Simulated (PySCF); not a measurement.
**Electronic structure of Mn (manganese, neutral) at the UHF level**

Configuration: [Ar] 3d4 4s2 5s1, high-spin 6D determinant (an excited configuration). All numbers are calculated (PySCF 2.14, no relativity, point nucleus, in aug-cc-pVQZ).

| Quantity | Value |
| --- | --- |
| Total energy | -1149.468201 hartree |
| One-electron energy | -1575.1356 hartree |
| Hartree (Coulomb) energy | 476.2335 hartree |
| Exchange energy | -50.5660 hartree |
| Kinetic energy | 1149.60323 hartree |
| ⟨S²⟩ | 8.7565 |
| ⟨L²⟩ | 6.078 |
| Sum of ⟨r⟩ | 27.47 bohr |
| Sum of ⟨r²⟩ | 110.1 bohr² |
| Traceless quadrupole moment −½Σ⟨3z² − r²⟩ along its main axis | 0.188 e·bohr² |
| Density at the nucleus (Gaussians lack the cusp) | 10500 bohr⁻³ |
| Spin density at the nucleus | 0.884 bohr⁻³ |
| Langevin diamagnetic susceptibility | -87.2 ×10⁻⁶ cm³/mol |

| shell | electrons | mean orbital energy (eV) | spread (eV) | rms radius, mean of both spins (bohr) |
| --- | --- | --- | --- | --- |
| 1s α | 1 | -6557.3 | 0 | 0.0713 |
| 1s β | 1 | -6557.2 | 0 | 0.0713 |
| 2s α | 1 | -806.69 | 0 | 0.305 |
| 2s β | 1 | -803.39 | 0 | 0.305 |
| 2p α | 3 | -689.59 | 0.028 | 0.274 |
| 2p β | 3 | -686.35 | 0.921 | 0.274 |
| 3s α | 1 | -120.33 | 0 | 0.913 |
| 3s β | 1 | -110.80 | 0 | 0.913 |
| 3p α | 3 | -84.366 | 1.505 | 0.974 |
| 3p β | 3 | -72.856 | 2.295 | 0.974 |
| 3d α | 4 | -28.464 | 1.939 | 1.17 |
| 4s α | 1 | -12.673 | 0 | 2.98 |
| 4s β | 1 | -11.490 | 0 | 2.98 |
| 5s α | 1 | -2.467 | 0 | 8.88 |

The outer electron is Rydberg-like, and this basis confines it to a smaller radius and binds it less than a complete one would.

Spin-orbit constants ζ (cm⁻¹) from the X2C one-electron operator on these orbitals (non-relativistic here): bare nucleus, nucleus screened by l(l+1)(2l+1)/3 electrons, and screened by the Breit-Pauli mean field of the electrons.

```tsv
shell	bare	screened nucleus	mean field
2p	57110	52540	n/a
3p	7000	6440	n/a
3d	683.7	410.2	n/a
```

To first order the Landé constant is A = 82.04 cm⁻¹, so the lowest level has J = 1/2 and lies 0.0712 eV below the centre of the term. This holds in LS coupling only.
